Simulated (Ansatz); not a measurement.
System: C₃H₇Ge (charge 0, doublet). It need not be the lowest isomer of its formula. 
Geometry from a B3LYP-D3(BJ)/def2-TZVP (Ansatz, a program for electronic structure) optimisation:
```
C
H 1 1.0841
C 1 1.3888 2 117.60
C 3 1.3762 1 125.95 2 180.00
H 4 1.0807 3 121.26 1 -180.00
H 4 1.0829 5 117.02 3 -180.00
H 3 1.0878 4 116.83 5 0.00
Ge 1 1.9457 2 117.05 3 180.00
H 8 1.5375 1 108.54 2 0.00
H 8 1.5412 9 109.11 1 -121.22
H 8 1.5412 9 109.11 10 -117.56
```
Charge 0, spin multiplicity 2.

Basis-set convergence of Hartree-Fock and CCSD correlation energies (hartree) with Ansatz. Valence correlation only, unless marked. UHF or UKS for open shells. No spin-orbit coupling. Frozen are the shells of the preceding noble gas and the d and f shells that filled before the atom's block. No relativistic terms.

The UHF reference is spin-contaminated (<S^2> 0.20 over the pure value in the largest basis). 

```tsv
basis	functions	E(HF)	E(corr, CCSD)
cc-pVDZ	104	-2192.96791	-0.53444
cc-pVTZ	231	-2193.07332	-0.63562
cc-pVQZ	443	-2193.08454	-0.66619
```

Extrapolating the two largest sets (X = 3 and 4) as X^-3: E(corr) = (64·(-0.66619) - 27·(-0.63562))/37 = -0.6885 Eh, an estimate of the basis-set limit. The largest set recovers 96.8 % of it, the smallest 77.6 %.
